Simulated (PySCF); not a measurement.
Continuum solvent and chemical shifts

Geometry:
```json
{"atom": "C1", "x (Å)": "2.586", "y (Å)": "0.802", "z (Å)": "-0.259"}
{"atom": "P2", "x (Å)": "1.681", "y (Å)": "-0.566", "z (Å)": "0.484"}
{"atom": "O3", "x (Å)": "2.073", "y (Å)": "-0.931", "z (Å)": "1.873"}
{"atom": "O4", "x (Å)": "1.941", "y (Å)": "-1.713", "z (Å)": "-0.651"}
{"atom": "C5", "x (Å)": "-0.085", "y (Å)": "-0.185", "z (Å)": "0.346"}
{"atom": "C6", "x (Å)": "-0.798", "y (Å)": "0.072", "z (Å)": "1.522"}
{"atom": "C7", "x (Å)": "-2.155", "y (Å)": "0.381", "z (Å)": "1.458"}
{"atom": "C8", "x (Å)": "-2.804", "y (Å)": "0.425", "z (Å)": "0.224"}
{"atom": "C9", "x (Å)": "-2.098", "y (Å)": "0.155", "z (Å)": "-0.949"}
{"atom": "C10", "x (Å)": "-0.741", "y (Å)": "-0.152", "z (Å)": "-0.891"}
{"atom": "H11", "x (Å)": "2.403", "y (Å)": "1.706", "z (Å)": "0.338"}
{"atom": "H12", "x (Å)": "3.658", "y (Å)": "0.561", "z (Å)": "-0.229"}
{"atom": "H13", "x (Å)": "2.273", "y (Å)": "0.973", "z (Å)": "-1.298"}
{"atom": "H14", "x (Å)": "1.666", "y (Å)": "-2.577", "z (Å)": "-0.316"}
{"atom": "H15", "x (Å)": "-0.272", "y (Å)": "0.015", "z (Å)": "2.478"}
{"atom": "H16", "x (Å)": "-2.712", "y (Å)": "0.583", "z (Å)": "2.376"}
{"atom": "H17", "x (Å)": "-3.868", "y (Å)": "0.666", "z (Å)": "0.176"}
{"atom": "H18", "x (Å)": "-2.611", "y (Å)": "0.179", "z (Å)": "-1.914"}
{"atom": "H19", "x (Å)": "-0.188", "y (Å)": "-0.381", "z (Å)": "-1.806"}
```

GIAO PBE0/pcSseg-1 in PySCF 2.14.0 with density-fitted response routines on one PBE0-D3(BJ)/def2-SVP conformer, non-relativistic, equivalent nuclei averaged. Solvents enter as an IEF-PCM continuum (cyclohexane with ε = 2.0, tetrahydrofuran with ε = 7.4) around the gas-phase geometry. Shifts are referred to TMS computed in the same medium.

Gas phase, δ in ppm: C5 140.0, C6/C10 137.6, C8 137.5, C7/C9 133.7, C1 18.3, H15/H19 7.98, H17 7.58, H16/H18 7.55, H14 2.42, H11/H12/H13 1.42. Dipole moment 3.44 D.

**Question.** How does each δ change in the continuum?

**Answer.** 
```
      atoms                              environment  Δδ, cyclohexane  Δδ, tetrahydrofuran
         C5              substituted aromatic carbon             +0.2                 +0.5
     C6/C10                              aromatic CH             +0.3                 +0.6
         C8                              aromatic CH             +0.9                 +2.0
      C7/C9                              aromatic CH             +0.7                 +1.5
         C1                methyl carbon bonded to P             +0.2                 +0.5
    H15/H19               hydrogen on an aromatic CH            +0.02                +0.03
        H17               hydrogen on an aromatic CH            +0.11                +0.24
    H16/H18               hydrogen on an aromatic CH            +0.10                +0.21
        H14        hydrogen on an oxygen bonded to P            +0.41                +0.81
H11/H12/H13  hydrogen on a methyl carbon bonded to P            +0.08                +0.16
```

Changes are relative to the gas phase. The dipole moment becomes 3.86 D in cyclohexane, 4.34 D in tetrahydrofuran.

**Question.** Which of the listed nuclei move most (in ppm), and what does the model miss? (N and O are left out, as their reference compounds move with the solvent too.)

**Answer.** C8 (aromatic CH, +2.0 ppm) in tetrahydrofuran. A continuum only polarises the solute; specific hydrogen bonds, the anisotropy of aromatic solvents and changes of geometry or conformer are outside it.
